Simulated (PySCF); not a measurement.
Run record: EPR job, `CC#Cc1c[c]ccc1` [radical].

Computed with UKS B3LYP, pcH-1 on C H, non-relativistic, mean-field spin-orbit, GIAO (PySCF 2.14.0). Geometry: GFN2-xTB. A driver script takes a list of jobs; this job's settings line and coordinates (Å) are shown.

Input:
```
{"job": {"kind": "epr", "basis": "pcH-1"}, "charge": 0, "multiplicity": 2}
C     -3.663017    -0.328847     0.066540
C     -2.220958    -0.258538     0.037641
C     -1.020070    -0.179472     0.015434
C      0.389784    -0.103731    -0.009190
C      1.153906    -1.286498    -0.009033
C      2.505717    -1.158262    -0.030319
C      3.185529     0.025647    -0.051679
C      2.424966     1.194794    -0.053229
C      1.045812     1.126069    -0.032657
H     -4.053628     0.350529     0.824461
H     -3.985415    -1.343526     0.299858
H     -4.069226    -0.043603    -0.904159
H      0.655618    -2.243987     0.007279
H      4.263991     0.071156    -0.066949
H      2.921955     2.154601    -0.070607
H      0.457438     2.032613    -0.034803
```

Task: What does the run print?

Result: 
```
UKS, coarse grid
  cycle   1  E = -347.00132694  |g| = 3.15e-01
  cycle   2  E = -347.01226922  |g| = 2.88e-01
  cycle   3  E = -347.05493269  |g| = 5.21e-02
  cycle   4  E = -347.05503816  |g| = 5.17e-02
  cycle   5  E = -347.05639964  |g| = 1.14e-02
  cycle   6  E = -347.05645481  |g| = 6.43e-03
  cycle   7  E = -347.05648289  |g| = 2.16e-03
  cycle   8  E = -347.05648894  |g| = 1.39e-03
  cycle   9  E = -347.05649201  |g| = 4.86e-04
UKS, final grid
  cycle   1  E = -347.05649584  |g| = 3.82e-04
  cycle   2  E = -347.05649614  |g| = 4.22e-04
  cycle   3  E = -347.05649628  |g| = 2.00e-04
  cycle   4  E = -347.05649644  |g| = 2.09e-04
  cycle   5  E = -347.05649649  |g| = 6.11e-05
  cycle   6  E = -347.05649650  |g| = 2.36e-05
E = -347.05649650 Eh   <S^2> = 0.7569 (exact 0.7500)
g shifts (ppm)      1          2          3
  rmc          -164       -164       -164
  gc             30         11        -42
  oz_so        -628        -35        928
  total        -762       -188        722
hyperfine (MHz)  atom isotope    a_iso     a_fc   dipolar eigenvalues
    0   13C      -0.58      -0.58     -0.10     -0.07      0.17
    1   13C       3.13       3.13     -1.24      0.21      1.02
    2   13C       6.79       6.79     -1.36     -1.21      2.57
    3   13C      54.06      54.06     -6.27     -2.37      8.64
    4   13C      15.41      15.41    -13.91     -1.97     15.89
    5   13C     398.61     398.61    -78.95    -62.71    141.66
    6   13C      13.80      13.80    -13.86     -2.29     16.15
    7   13C      50.11      50.11     -6.37     -2.15      8.52
    8   13C      -7.86      -7.86     -6.18      2.19      4.00
    9    1H       1.39       1.39     -0.32     -0.32      0.64
   10    1H       1.84       1.84     -0.37     -0.28      0.65
   11    1H       1.24       1.24     -0.32     -0.31      0.64
   12    1H      59.05      59.05     -6.74     -5.67     12.41
   13    1H      55.63      55.63     -6.86     -5.67     12.54
   14    1H      16.03      16.03     -3.05     -2.25      5.30
   15    1H       6.29       6.29     -1.52      0.29      1.23
```

rmc, gc and oz_so are the mass-correction, gauge-correction and orbital-Zeeman/spin–orbit parts of the g shift along its three principal axes; a_iso is the isotropic hyperfine coupling and a_fc its Fermi-contact part. Atoms in this output count from 0.

Task: How far is ⟨S²⟩ from the pure-spin value?

Result: S = 0.5 gives S(S+1) = 0.75; the run has 0.7569, 0.0069 more.

Task: Get g_iso from the total shifts.

Result: Their mean is -76 ppm; added to g_e = 2.002319 it gives 2.00224.

In short: ⟨S²⟩ 0.757; g_iso 2.0022.

Geometry: GFN2-xTB; no solvent, vibrations or thermal averaging.

Time: 92 s. Hardware: one thread, Arm Neoverse V1 (shared host).
Labels such as C1 count atoms from 1, the log's own numbers from 0.
